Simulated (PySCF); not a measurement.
**Ir⁵⁷⁺: ionisation energy**

Ir⁵⁷⁺ [Ar] 3d2 (3F) → Ir⁵⁸⁺ [Ar] 3d1 (2D), as a difference of total energies. Computed with PySCF 2.14 in an even-tempered Gaussian basis (17 s from 15 bohr⁻², ratio 2.5; 12 p from 20 bohr⁻², ratio 2.5; 7 d from 20 bohr⁻², ratio 2.5; 4 f from 69 bohr⁻², ratio 2.7; 3 g from 100 bohr⁻², ratio 2.7), with scalar relativity by spin-free X2C-1e. Correlated levels: outer shells: [Ne] frozen; virtual orbitals above 40 to 60 times the deepest correlated orbital energy dropped. The calculations carry no spin-orbit coupling.

```json
{"method": "UHF", "ionisation energy (eV)": "5718.1"}
{"method": "LDA", "ionisation energy (eV)": "5715.6"}
{"method": "PBE", "ionisation energy (eV)": "5717.1"}
{"method": "PBE0", "ionisation energy (eV)": "5717.7"}
{"method": "r2SCAN", "ionisation energy (eV)": "5719.9"}
{"method": "B97-3", "ionisation energy (eV)": "5717.7"}
{"method": "BLYP", "ionisation energy (eV)": "5717.8"}
{"method": "MP2 (outer shells)", "ionisation energy (eV)": "5717.7"}
{"method": "SCS-MP2 (outer shells)", "ionisation energy (eV)": "5717.6"}
```

Spin-orbit coupling is strong in these open shells (close to jj coupling). The scalar numbers leave it out and a first-order estimate fails, so it can dominate the gap to the real levels.

Breit and QED terms and the two-electron picture change are absent.

For comparison: 5765 ± 6 eV (theoretical estimate listed by NIST; NIST Atomic Spectra Database, ionization energies).
